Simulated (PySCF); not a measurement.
selenium dioxide cation (O2Se), SMILES O=[Se]=O (connectivity only; charge and spin as stated), charge +1, multiplicity 2. Geometry optimised at r2SCAN-D4/def2-TZVP. The spin state was assumed, not searched.

Level of theory: r2SCAN-D4/def2-TZVP (PySCF).

Harmonic wavenumbers (cm⁻¹): 294, 678, 919. Rotational constants (GHz): 38.17, 7.880, 6.531; symmetry number 2.

Question: Work out the zero-point energy and the ideal-gas rigid-rotor harmonic-oscillator thermochemistry at 298.15 K and 1 atm.

Answer: ZPE = ½ Σ hcν = ½ × 1892 cm⁻¹ = 2.70 kcal/mol. H − E(el) = 5.45 kcal/mol. Entropy in cal/(mol K): translation 40.03, rotation 21.24, vibration 1.91, spin 1.38, total 64.56. G − E(el) = -13.80 kcal/mol. Cp = 10.98 cal/(mol K).
